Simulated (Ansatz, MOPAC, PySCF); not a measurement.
Dimer: NH3 (SMILES N) (first 4 atoms) with Si2H6 (SMILES [SiH3][SiH3]); geometry from B3LYP-D3(BJ)/def2-TZVP, rigid monomers moved along the line of their centres of mass till N1···Si5 is 4.34 Å.
(charge 0, multiplicity 1):
```xyz
12

N     -0.4125     0.1890     0.9608
H     -0.3598    -0.6942     0.4668
H     -1.3615     0.5340     0.8745
H      0.1981     0.8436     0.4856
Si     0.5159    -1.2808     4.9351
Si     0.6330     1.0535     5.0912
H      0.8042    -1.9110     6.2525
H      1.5114    -1.8080     3.9714
H     -0.8375    -1.7254     4.5246
H      0.9668     1.4776     6.4783
H     -0.6643     1.6816     4.7428
H      1.6857     1.6005     4.2017
```

Counterpoise-corrected where a basis set is named; no monomer relaxation. Rows marked so take none.

Frozen-core correlation. Rows in 3-21G, 6-311+G**, 6-31G*, STO-3G carry no dispersion term and start afresh at each structure (6-31G* with six Cartesian d functions). The state that AM1, PM3 reach isn't checked.

Codes used: Ansatz (Gaussian basis) for Hartree–Fock, density functionals and correlated methods; MOPAC for AM1, PM3 (differences of heats of formation); PySCF for 3-21G rows, 6-311+G** rows, 6-31G* rows, STO-3G rows, the dispersion terms. Each number belongs to the level named beside it.

Other levels give for the interaction energy: PBE/def2-TZVPPD -1.20; B3LYP/def2-TZVPPD -0.83; B3LYP-D3(BJ)/def2-TZVPPD -1.57; wB97M-V/def2-TZVPPD -1.67; CCSD(T)/aug-cc-pV(D+d)Z -1.64 kcal/mol.

Common cheap choices:

```tsv
level	interaction energy (kcal/mol)
AM1	-0.28
PM3	0.62
HF/STO-3G (no counterpoise)	-0.87
HF/3-21G (no counterpoise)	-2.84
HF/6-31G* (no counterpoise)	-2.05
B3LYP/3-21G (no counterpoise)	-3.17
B3LYP/6-31G* (no counterpoise)	-2.10
B3LYP/6-311+G** (no counterpoise)	-1.01
```

Ansatz is a quantum-chemistry and plane-wave program.
